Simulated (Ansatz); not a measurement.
`C#[C][Al]([Cl])[Cl]` at its PBE0-D4/def2-TZVP geometry, where that method's forces vanish. Total charge 0; spin multiplicity 1.

```csv
atom,x (Å),y (Å),z (Å)
C1,-1.2417,1.3908,0.4558
C2,-0.4613,0.5144,0.1660
Al3,0.7558,-0.8473,-0.2785
Cl4,2.2557,-1.3935,1.0474
Cl5,0.6223,-1.8287,-2.1019
H6,-1.9307,2.1643,0.7113
```

(1) For each bond, give half the difference of the two atoms' forces along it (eV/Å; positive pushes the atoms apart) under PBE-D4, r2SCAN-D4, B3LYP-D4, ωB97M-V in def2-TZVPP. (An estimate is asked.)

Answers

(1) Ansatz gave: 
```tsv
bond	length (Å)	PBE-D4	r2SCAN-D4	B3LYP-D4	ωB97M-V
C1–C2	1.209	0.94	0.38	0.04	-0.25
C1–H6	1.067	-0.34	-0.22	-0.10	0.05
C2–Al3	1.880	-0.55	-0.22	-0.07	0.15
Al3–Cl4	2.075	0.16	0.04	0.11	0.03
Al3–Cl5	2.075	0.16	0.04	0.11	0.03
```

B3LYP here is the variant with VWN-RPA as its local correlation; programs differ in this.
